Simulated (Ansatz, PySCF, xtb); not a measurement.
Potential energy surface of H2Be, singlet: symmetric bend, bond length relaxed. Scanned: H-Be-H angle. Other coordinates (Be-H bond length) were minimised at B3LYP/def2-TZVP.

Cartesian coordinates as functions of the variables (Å; names that start with a are angles):
```
Be  0  0  0
H  r*sin(a/2)  0  r*cos(a/2)
H  -r*sin(a/2)  0  r*cos(a/2)
```

Levels of theory: RHF/def2-SVP (PySCF); RKS-PBE/cc-pVTZ = Ansatz (a program for electronic structure) with restricted PBE/cc-pVTZ; CCSD(T)/cc-pVTZ = CCSD(T) on RHF/cc-pVTZ, frozen core run with Ansatz; GFN1-xTB (xtb); CCSDT/cc-pVTZ = CCSDT on RHF/cc-pVTZ, frozen core (Ansatz); FCI/cc-pVTZ = full CI/cc-pVTZ, frozen core run with Ansatz.

Energies in mEh, each method relative to its own lowest point.

```json
[
 {"a / °": "180", "RHF": "0.0", "RKS-PBE/cc-pVTZ": "0.0", "CCSD(T)/cc-pVTZ": "0.0", "GFN1-xTB": "0.0", "CCSDT/cc-pVTZ": "0.0", "FCI/cc-pVTZ": "0.0"},
 {"a / °": "170.57", "RHF": "0.9", "RKS-PBE/cc-pVTZ": "0.7", "CCSD(T)/cc-pVTZ": "0.7", "GFN1-xTB": "0.3", "CCSDT/cc-pVTZ": "0.7", "FCI/cc-pVTZ": "0.7"},
 {"a / °": "159.83", "RHF": "3.9", "RKS-PBE/cc-pVTZ": "3.1", "CCSD(T)/cc-pVTZ": "3.1", "GFN1-xTB": "1.4", "CCSDT/cc-pVTZ": "3.1", "FCI/cc-pVTZ": "3.1"},
 {"a / °": "147.95", "RHF": "9.6", "RKS-PBE/cc-pVTZ": "7.9", "CCSD(T)/cc-pVTZ": "8.0", "GFN1-xTB": "3.7", "CCSDT/cc-pVTZ": "8.0", "FCI/cc-pVTZ": "8.0"},
 {"a / °": "137.55", "RHF": "16.8", "RKS-PBE/cc-pVTZ": "14.0", "CCSD(T)/cc-pVTZ": "14.3", "GFN1-xTB": "6.9", "CCSDT/cc-pVTZ": "14.3", "FCI/cc-pVTZ": "14.3"},
 {"a / °": "129.41", "RHF": "23.9", "RKS-PBE/cc-pVTZ": "20.1", "CCSD(T)/cc-pVTZ": "20.6", "GFN1-xTB": "10.4", "CCSDT/cc-pVTZ": "20.5", "FCI/cc-pVTZ": "20.5"},
 {"a / °": "120.03", "RHF": "33.8", "RKS-PBE/cc-pVTZ": "28.7", "CCSD(T)/cc-pVTZ": "29.4", "GFN1-xTB": "15.7", "CCSDT/cc-pVTZ": "29.4", "FCI/cc-pVTZ": "29.4"},
 {"a / °": "107.66", "RHF": "49.9", "RKS-PBE/cc-pVTZ": "42.8", "CCSD(T)/cc-pVTZ": "44.1", "GFN1-xTB": "25.7", "CCSDT/cc-pVTZ": "44.1", "FCI/cc-pVTZ": "44.1"},
 {"a / °": "102.04", "RHF": "58.5", "RKS-PBE/cc-pVTZ": "50.3", "CCSD(T)/cc-pVTZ": "52.1", "GFN1-xTB": "31.6", "CCSDT/cc-pVTZ": "52.0", "FCI/cc-pVTZ": "52.0"},
 {"a / °": "88.81", "RHF": "82.3", "RKS-PBE/cc-pVTZ": "71.2", "CCSD(T)/cc-pVTZ": "74.2", "GFN1-xTB": "50.3", "CCSDT/cc-pVTZ": "74.1", "FCI/cc-pVTZ": "74.1"},
 {"a / °": "78.58", "RHF": "104.5", "RKS-PBE/cc-pVTZ": "90.5", "CCSD(T)/cc-pVTZ": "95.0", "GFN1-xTB": "71.0", "CCSDT/cc-pVTZ": "94.9", "FCI/cc-pVTZ": "94.9"},
 {"a / °": "70.30", "RHF": "125.2", "RKS-PBE/cc-pVTZ": "108.3", "CCSD(T)/cc-pVTZ": "114.4", "GFN1-xTB": "93.3", "CCSDT/cc-pVTZ": "114.3", "FCI/cc-pVTZ": "114.2"},
 {"a / °": "60", "RHF": "154.1", "RKS-PBE/cc-pVTZ": "132.6", "CCSD(T)/cc-pVTZ": "141.2", "GFN1-xTB": "130.5", "CCSDT/cc-pVTZ": "141.1", "FCI/cc-pVTZ": "141.1"}
]
```

Order the methods in the basis of the full CI by their root-mean-square error against it, after the best constant shift.

CCSDT/cc-pVTZ 0.01, CCSD(T)/cc-pVTZ 0.05, RKS-PBE/cc-pVTZ 2.58 (mEh).
